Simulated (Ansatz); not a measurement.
A structure relaxed at r2SCAN-D4/def2-TZVPD in Ansatz, charge -1, doublet:

```csv
atom,x (Å),y (Å),z (Å)
Au1,-0.470,0.379,0.116
Au2,1.563,-1.259,-0.387
F3,-0.679,-0.284,1.955
F4,-0.414,1.164,-1.684
```

(1) Give its formula and point group.

(2) Summarise the bond lengths by kind (pairs closer than 1.2 times the sum of covalent radii, bridged metal pairs left out).

Results:

(1) Au2F2⁻. Point group C2v (tolerance 0.1 Å).

(2) 2 × Au–F 1.96 Å; 1 × Au–Au 2.66 Å.

In the def2 sets Au takes a core potential; there is no spin–orbit coupling. Another isomer (doublet) lies 0.14 eV lower at r2SCAN-D4/def2-TZVPD; other spin states weren't run for this one.
